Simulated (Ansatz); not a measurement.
A search over several starts for the lowest SCF solution of C₂H₆BiCl⁺, that is BiMe2Cl with one electron fewer at the given spin, in a small basis.

```yaml
crystal:
  periodic: [false, false, false]
  atoms:
    - {symbol: Bi, position_ang: [-0.340529, -0.591132, 1.245287]}
    - {symbol: C, position_ang: [1.587335, -0.548461, 0.010132]}
    - {symbol: H, position_ang: [2.072699, 0.432026, 0.132276]}
    - {symbol: H, position_ang: [1.307706, -0.708714, -1.039860]}
    - {symbol: H, position_ang: [2.261409, -1.348023, 0.347505]}
    - {symbol: C, position_ang: [-1.267626, 1.097883, 0.008249]}
    - {symbol: H, position_ang: [-2.330642, 1.197824, 0.268077]}
    - {symbol: H, position_ang: [-1.162518, 0.833693, -1.052754]}
    - {symbol: H, position_ang: [-0.736453, 2.038075, 0.223367]}
    - {symbol: Cl, position_ang: [-1.391381, -2.403170, -0.142289]}
basis:
  gaussian: {orbitals: def2-SVP}
total_charge: 1
magnetization: {spin_polarized: true, initial_magnetization: 1}
hamiltonian: {xc: pbe0, dispersion: d4}
output: {orbitals: {seedname: orbitals}}
```

```sh
$ ansatz run in.yaml --threads 4 --pin off --events-out ev --progress --plain --max-ram 3916MiB
```

Shortened log:

```
Functional definition: PBE0
1098 factors; integrals over basis functions are off by at most 1.3e-3 eV
mean field evaluation 1: about -20499.0724 eV, gradient 5.2e1 eV
mean field evaluation 2: about -20473.2638 eV, gradient 7.5e1 eV
mean field evaluation 4: about -20514.2306 eV, gradient 5.6e0 eV
mean field evaluation 8: about -20514.5869 eV, gradient 1.0e0 eV
mean field evaluation 16: about -20514.5968 eV, gradient 1.0e-2 eV
mean field evaluation 32: about -20514.5968 eV, gradient 2.5e-5 eV
mean field -20514.59684618 eV, -753.8975288039 hartree, gradient 2.5e-5 eV, S^2 0.758196; 2 other end points of the search recorded, 0 dependent functions left out
reference -20514.59687223 eV, -753.8975297612 hartree; 29, 28 occupied and 73, 74 virtual orbitals, 1098 factors
Total energy: -20514.78161971 eV, -753.9043191060 hartree
```

Run time 4.5 s (4 threads of Arm Neoverse V1 on a shared host).

In the def2 sets Bi takes a core potential; there is no spin–orbit coupling.
